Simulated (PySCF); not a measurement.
A run for PySCF: R-HF/3-21G on C2H9BO (a complex), monomers drawn apart or pushed together.

```python
from pyscf import gto, scf, dft, mp
from pyscf.data.elements import chemcore

mol = gto.M(
    atom='''
    B     0.14918511    0.22652032    1.09459427
    H     1.28059298    0.51303444    0.80575931
    H    -0.68599582    1.01994754    0.75031255
    H    -0.14383264   -0.93132885    0.90094488
    C    -1.19756659    0.11754846    3.98347897
    O     0.10432162    0.30543857    3.40441185
    C     1.11899424   -0.48242026    4.04880927
    H    -1.14398543    0.34944413    5.04680381
    H    -1.52643775   -0.91182830    3.82715047
    H    -1.86493039    0.80322954    3.47275163
    H     1.12957271   -0.23805006    5.11063413
    H     2.06088338   -0.21462646    3.58244486
    H     0.91423655   -1.54416905    3.89722952
    ''',
    basis='3-21g',
    charge=0, spin=0, verbose=3, max_memory=1800)
mf = scf.RHF(mol)
mf.conv_tol = 1e-8
mf.max_cycle = 100
mf.kernel()
if not mf.converged:
    mf = mf.newton().run(mf.mo_coeff, mf.mo_occ)
```

Program output:

```
converged SCF energy = -179.464693915786
```

Self-consistency was reached.

Cost: about 0.3 core-seconds (a rough figure).
